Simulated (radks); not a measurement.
Question: Radial electron density D(r) = 4 pi r^2 rho(r) of an atom or ion with 66 electrons. Calculated with a radial shooting solver on a logarithmic mesh with Libxc functionals: Dirac Kohn-Sham, RPBE, spin-unpolarised, spherical densities, finite nucleus; Fermi nuclear charge, rms radius of each element as measured or else 0.836 A^(1/3) + 0.57 fm.

```
   r/bohr * D(r) (the largest magnitude, 123, reaches the edge; | marks zero)
 0.003113 |             *
 0.003595 |               *
 0.004152 |                  *
 0.004795 |                      *
 0.005538 |                         *
 0.006447 |                             *
 0.007445 |                                 *
 0.008599 |                                    *
  0.00993 |                                       *
  0.01147 |                                         *
  0.01324 |                                          *
  0.01542 |                                          *
  0.01781 |                                        *
  0.02057 |                                       *
  0.02375 |                                     *
  0.02743 |                                     *
  0.03193 |                                      *
  0.03688 |                                         *
  0.04259 |                                              *
  0.04919 |                                                   *
   0.0568 |                                                      *
   0.0656 |                                                      *
  0.07637 |                                                   *
   0.0882 |                                              *
   0.1019 |                                          *
   0.1176 |                                         *
   0.1359 |                                            *
   0.1569 |                                                *
   0.1827 |                                                *
   0.2109 |                                           *
   0.2436 |                                  *
   0.2814 |                          *
   0.3249 |                      *
   0.3783 |                        *
   0.4369 |                           *
   0.5045 |                          *
   0.5827 |                      *
   0.6729 |                *
   0.7771 |           *
   0.9047 |        *
    1.045 |      *
    1.207 |    *
    1.394 |   *
    1.609 |  *
    1.859 | *
    2.164 |*
    2.499 *
    2.886 *
    3.333 *
    3.849 *
    4.445 *
    5.175 *
    5.977 *
```

What is the nuclear charge?

Answer: Z = 69. The innermost maximum, from 1s, lies near gamma/Z bohr with gamma = sqrt(1 - (Z/c)^2) = 0.864, here 0.0125 bohr (found: 0.0138), and its height grows with Z. The density is that of the thulium ion Tm3+ in [Kr] 4d10 4f12 5s2 5p5 5d1; the configuration itself is not fixed sharply by these data, and Z only to a few units. D(r) has 4 maxima, at r = 0.0138, 0.0615, 0.171, 0.466 bohr, and minima at 0.0268, 0.112, 0.330 bohr, inside which lie 2.02, 11.17, 29.67 electrons.
